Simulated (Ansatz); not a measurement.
C7H6N (SMILES [NH+]#Cc1ccccc1), charge +1, singlet, at a GFN2-xTB geometry; WB97X/6-31G run with Ansatz (a first-principles code).

Ansatz was given this input:
Ansatz 0.2 input:
```yaml
crystal:
  periodic: [false, false, false]
  atoms:
    - {symbol: N, position_ang: [3.02034350, -0.51441754, 0.17174311]}
    - {symbol: C, position_ang: [1.88254636, -0.32063071, 0.10704556]}
    - {symbol: C, position_ang: [0.53601575, -0.09129290, 0.03047899]}
    - {symbol: C, position_ang: [0.06218357, 1.19785483, -0.30225433]}
    - {symbol: C, position_ang: [-1.29615393, 1.41172199, -0.37506867]}
    - {symbol: C, position_ang: [-2.18724210, 0.37252574, -0.12437121]}
    - {symbol: C, position_ang: [-1.72236910, -0.89761451, 0.20342907]}
    - {symbol: C, position_ang: [-0.37028779, -1.14537927, 0.28473488]}
    - {symbol: H, position_ang: [4.00294435, -0.68177172, 0.22761587]}
    - {symbol: H, position_ang: [0.76320676, 1.99484094, -0.49427802]}
    - {symbol: H, position_ang: [-1.66768975, 2.39248681, -0.62835944]}
    - {symbol: H, position_ang: [-3.24955905, 0.55345697, -0.18477679]}
    - {symbol: H, position_ang: [-2.42224924, -1.69589837, 0.39579687]}
    - {symbol: H, position_ang: [0.00278583, -2.12530293, 0.53783397]}
basis:
  gaussian:
    orbitals: 6-31G
hamiltonian:
  xc: {name: wB97X}
total_charge: 1
```

Question: Write the output that Ansatz gives for this input, abridged.

Answer: 
```
Functional definition: wB97X
1213 factors; integrals over basis functions are off by at most 2.4e-4 eV
375 factors; integrals over basis functions are off by at most 3.2e-6 eV
mean field evaluation 1: about -8829.0977 eV, gradient 4.3e1 eV
mean field evaluation 2: about -8831.6284 eV, gradient 3.1e1 eV
mean field evaluation 4: about -8833.7567 eV, gradient 2.5e0 eV
mean field evaluation 8: about -8833.9944 eV, gradient 1.1e-1 eV
mean field evaluation 16: about -8833.9945 eV, gradient 1.0e-4 eV
mean field -8833.99449216 eV, -324.6433096903 hartree, gradient 5.1e-5 eV, S^2 0.000000; 0 other end points of the search recorded, 0 dependent functions left out
reference -8833.99446909 eV, -324.6433088427 hartree; 27, 27 occupied and 57, 57 virtual orbitals, 1213 factors
Total energy: -8833.99446909 eV, -324.6433088427 hartree
```
